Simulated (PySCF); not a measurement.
CH5NOTe, SMILES CO[Te]N. Atoms are numbered in the order given.

```xyz
9

Te    -0.1072    -0.1302     0.5484
O      1.0484     0.9148    -0.7437
C      1.5635     0.2284    -1.8615
H      0.7693    -0.1094    -2.5568
H      2.2116     0.9328    -2.4112
H      2.1694    -0.6566    -1.5863
N     -1.8788    -0.2670    -0.4245
H     -1.8648    -0.8444    -1.2632
H     -2.3285     0.6280    -0.6109
```
Charge 0, spin multiplicity 1.

Geometry optimised at B3LYP-D3(BJ)/def2-SVP. The structure was generated by enumeration, and PubChem lists no compound with its InChIKey, so it may never have been made. The def2 effective core potentials stand for the cores of Te; spin–orbit coupling is left out. The values are those of a single conformer.

Calculation: PBE/def2-TZVP (PySCF).

ESP charges are fitted to the potential on shells at 1.4 to 2.0 van der Waals radii. Atomic charges (e):

| atom | Mulliken | ESP fit | Löwdin |
|---|---|---|---|
| Te1 | 0.37 | 0.23 | 0.48 |
| O2 | -0.39 | -0.32 | -0.16 |
| C3 | -0.19 | -0.02 | -0.45 |
| H4 | 0.09 | 0.03 | 0.09 |
| H5 | 0.13 | 0.08 | 0.11 |
| H6 | 0.11 | 0.04 | 0.10 |
| N7 | -0.61 | -0.77 | -0.44 |
| H8 | 0.24 | 0.36 | 0.13 |
| H9 | 0.24 | 0.36 | 0.14 |

Computed Mayer and Wiberg (Löwdin basis) orders of the bonds:
```csv
bond,Mayer,Wiberg
Te1–O2,0.93,1.28
O2–C3,1.01,1.66
C3–H4,0.96,0.94
C3–H5,0.95,0.93
C3–H6,0.96,0.94
Te1–N7,1.13,1.54
N7–H8,0.92,1.00
N7–H9,0.91,1.00
```
